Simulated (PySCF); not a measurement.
## TDDFT excited states: C3H5F3S

C₃H₅F₃S.
SMILES: `C[C@@H](S)C(F)(F)F`

Computed with TDDFT PBE0/def2-SVPD, vertical, gas phase, core orbitals frozen in the response (PySCF). One conformer (not necessarily the lowest) at the GFN2-xTB geometry, without solvent, vibrations or thermal averaging. Torsions of this conformer, `[CH3:1][C@@H:2]([SH:3])[C:4]([F:5])([F:6])[F:7]`: C1–C2–C4–F5 179°, H–S3–C2–C1 60°.

```
state  E (eV)  E (hartree)       f  |μ| (D)  main configurations (H = HOMO, L = LUMO)
   S1    5.74       0.2108  0.0007     0.18                                 H→L (92%)
   S2    6.45       0.2371   0.038     1.24                               H→L+1 (97%)
   S3    7.18       0.2639  0.0088     0.57                               H→L+2 (89%)
   S4    7.62       0.2802  0.0061     0.46                               H→L+3 (93%)
   S5    7.98       0.2931   0.036     1.09                               H→L+4 (96%)
   S6    8.26       0.3035   0.040     1.13                               H→L+5 (92%)
```

Triplets, Tamm–Dancoff:

```csv
state,E (eV),λ (nm),"main configurations (H = HOMO, L = LUMO)"
T1,5.19,239.0,H→L (85%)
T2,5.93,208.9,H→L+1 (83%)
```

The lowest singlet comes at 216 nm (554 kJ/mol) in the ultraviolet; it is very weak; its leading configuration is HOMO→LUMO (92%). The strongest level in the table is S6 at 8.26 eV (150 nm, f = 0.040). It is the last of those listed, so stronger ones may follow. Löwdin shares by element: HOMO sulfur 76%, carbon 12% or more, hydrogen 6% or more; LUMO sulfur 53%, carbon 18% or more, hydrogen 11% or more (atoms not listed hold the other 19%). Weighted by f, the mean energy of these states is 7.54 eV. The oscillator strengths of these states sum to 0.129; summed over the whole spectrum of an exact calculation they would give the number of electrons, 66 (Thomas–Reiche–Kuhn). Orbital energies (eV): HOMO-3 -11.06, HOMO-2 -10.81, HOMO-1 -9.84, HOMO -7.43, LUMO 0.04, LUMO+1 0.37, LUMO+2 0.97. Singlets were solved by full linear response, triplets in the Tamm–Dancoff approximation.

The run took 24 s on Arm Neoverse V1, one thread, no GPU (shared host), and the process peaked at 0.73 GiB of memory.

Without π bonds the low states may be Rydberg-like; a valence basis with one diffuse set may place them up to an eV too high.
